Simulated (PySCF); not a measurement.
Peak assignment

Geometry (Å), atoms numbered from 1 in this order:
```xyz
18

F     3.543   -0.101   -1.536
C     2.641    0.323   -0.657
F     3.239    0.406    0.552
O     1.646   -0.607   -0.628
C     0.526   -0.255    0.114
C    -0.406   -1.450    0.170
O    -1.595   -1.096    0.823
C    -2.232   -0.012    0.195
C    -1.301    1.183    0.131
O    -0.103    0.825   -0.522
H     2.278    1.327   -0.933
H     0.814    0.044    1.144
H    -0.592   -1.782   -0.871
H     0.058   -2.274    0.729
H    -2.546   -0.289   -0.831
H    -3.131    0.223    0.783
H    -1.748    2.008   -0.442
H    -1.087    1.543    1.157
```

- geometry: PBE0-D3(BJ)/def2-SVP
- NMR shieldings at PBE0/pcSseg-1/GIAO
- program: PySCF 2.14.0 with density-fitted response routines
- one conformer, gas phase, non-relativistic

Shifts are taken against calculated references (same method and geometry level): ¹³C and ¹H against TMS.

(1) Assign these signals to the numbered atoms. ¹³C{¹H} NMR (computed): δ 118.3, 93.3, 70.3, 66.7, 66.6.

(2) Assign these signals to the numbered atoms. ¹H NMR (400 MHz, computed): δ 6.31 (m, 1H), 4.70 (m, 1H), 3.66 (m, 1H), 3.65 (m, 1H), 3.57 (m, 1H), 3.48 (m, 1H), 3.38 (m, 1H), 3.27 (m, 1H).

## Answers

(1) 
```tsv
δ (ppm)	atoms	environment	reason
118.3	C2	sp3 CH bonded to 2 F and O	3 electronegative neighbours deshield it
93.3	C5	sp3 carbon bearing two oxygens	2 electronegative neighbours deshield it
70.3	C6	sp3 CH2 bonded to O	the inductive effect lowers its shielding
66.7	C9	sp3 CH2 bonded to O	–
66.6	C8	sp3 CH2 bonded to O	–
```

C9 and C8 lie closer than the usual error of such a calculation, so a measured spectrum could show them in the other order.

(2) 
| δ (ppm) | atoms | environment | reason |
| --- | --- | --- | --- |
| 6.31 | H11 | hydrogen on an sp3 CH bonded to 2 F and O | its carbon carries F and O, an electronegative neighbour |
| 4.70 | H12 | hydrogen on an sp3 carbon bearing two oxygens | its carbon carries O, which withdraws density |
| 3.66 | H14 | hydrogen on an sp3 CH2 bonded to O | its carbon carries O, an electronegative neighbour |
| 3.65 | H18 | hydrogen on an sp3 CH2 bonded to O | – |
| 3.57 | H17 | hydrogen on an sp3 CH2 bonded to O | – |
| 3.48 | H15 | hydrogen on an sp3 CH2 bonded to O | – |
| 3.38 | H16 | hydrogen on an sp3 CH2 bonded to O | – |
| 3.27 | H13 | hydrogen on an sp3 CH2 bonded to O | – |

H14 and H18; H18 and H17; H17 and H15; H15 and H16; H16 and H13 lie closer than the usual error of such a calculation, so a measured spectrum could show them in the other order.

Splittings by ¹⁹F in the carbon and heteronuclear signals aren't shown, as no couplings were computed. Shifts are as computed. Against solution values, carbons near 30 ppm lie about +2 ppm off and those near 130 ppm about +5 ppm. Of 1211 compounds with measured shifts, 218 miss one by over three times the rms of a fit or turn the order of signals round; such compounds aren't used in these exercises. No couplings were computed; multiplicities are counted from neighbouring protons, with m where these are inequivalent, close in shift, in a saturated or five-membered ring or joined by F or P, and br s for small geminal =CH2 splittings.
